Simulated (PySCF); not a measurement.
Species: C5H12FPSi.
Z-matrix (Å and degrees, PBE0-D3(BJ)/def2-SVP geometry), rows numbered from 1:
```
F 
C   1  1.3807
C   2  1.5169  1  108.46
C   3  1.5239  2  112.97  1  -176.00
P   4  1.8700  3  116.42  2   -54.62
Si  5  2.2633  4  101.92  3   -63.02
C   5  1.8691  4   98.99  3    41.17
C   2  1.5168  1  108.55  3   124.06
H   2  1.1077  1  107.22  3  -118.00
H   3  1.1028  2  108.05  1    61.10
H   3  1.1027  2  108.08  1   -53.94
H   4  1.1043  3  110.11  2    65.34
H   4  1.1016  3  110.91  2  -177.99
H   6  1.4980  5  117.49  4    49.07
H   6  1.4951  5  107.03  4   -72.52
H   6  1.4955  5  106.78  4   170.53
H   7  1.1044  5  105.45  4    80.85
H   7  1.1015  5  107.61  4  -166.69
H   8  1.1030  2  108.16  1   -61.25
H   8  1.1027  2  108.08  1    53.81
```

All values: PBE0/pcSseg-1 and PBE0/def2-SVPD (PySCF, non-relativistic), on one gas-phase PBE0-D3(BJ)/def2-SVP geometry that isn't relaxed in the solvent. The solvent is an IEF-PCM continuum (van der Waals radii × 1.2). Specific hydrogen bonds and non-electrostatic terms are outside this model.

Gas phase at PBE0/pcSseg-1: HOMO -6.75 eV, LUMO 0.24 eV, dipole 0.75 D.

What does the continuum do to the energy, the frontier levels and the dipole at PBE0/pcSseg-1 in benzene and dimethylsulfoxide?

```json
{"solvent": "benzene", "ε": "2.271", "E(solvent) − E(gas) (kcal/mol)": "-1.98", "polarisation term (kcal/mol)": "-2.10", "distortion of the solute (kcal/mol)": "0.12", "HOMO (eV)": "-6.69", "LUMO (eV)": "0.36", "dipole (D)": "0.82"}
{"solvent": "dimethylsulfoxide", "ε": "46.83", "E(solvent) − E(gas) (kcal/mol)": "-4.44", "polarisation term (kcal/mol)": "-5.09", "distortion of the solute (kcal/mol)": "0.65", "HOMO (eV)": "-6.69", "LUMO (eV)": "0.44", "dipole (D)": "0.93"}
```

Polarisation term: ½ Σ q·V over the induced surface charges. Distortion: the rise of the solute's own energy as its density leaves the gas-phase optimum. From benzene to dimethylsulfoxide the lowering changes by a factor 2.24, Onsager's factor (ε − 1)/(2ε + 1) by 2.11 and ε itself by 20.6.

Which Hirshfeld charges (PBE0/pcSseg-1) respond most in benzene (means over atoms taken as equivalent)?

```tsv
atoms	environment	gas (e)	solvent (e)	change
P5	three-coordinate phosphorus	+0.059	+0.049	-0.010
F1	alkyl fluorine	-0.116	-0.124	-0.008
H9	methine hydrogen	+0.035	+0.039	+0.004
H12/H17	methylene hydrogen	+0.039	+0.041	+0.002
H13/H18	methylene hydrogen	+0.046	+0.048	+0.002
C4/C7	sp3 carbon bound to phosphorus	-0.108	-0.106	+0.002
```

Gas phase at PBE0/def2-SVPD: HOMO -6.70 eV, LUMO 0.13 eV, dipole 0.87 D.

What does the continuum do to the energy, the frontier levels and the dipole at PBE0/def2-SVPD in benzene?

```csv
solvent,ε,E(solvent) − E(gas) (kcal/mol),polarisation term (kcal/mol),distortion of the solute (kcal/mol),HOMO (eV),LUMO (eV),dipole (D)
benzene,2.271,-2.00,-2.15,0.15,-6.64,0.24,0.95
```

How does the static polarisability (PBE0/def2-SVPD, frozen core, with the continuum's full static response) change?

```csv
medium,isotropic (au),principal values (au),⟨r²⟩ of the electrons (bohr²)
gas,112.9,"106.3, 107.4, 125.0",1500.0
benzene,132.0,"125.6, 125.7, 144.5",1500.5
```

The isotropic value in benzene is 1.17 times the gas-phase one; no cavity-field correction is applied. ⟨r²⟩ is taken about the centre of nuclear charge.
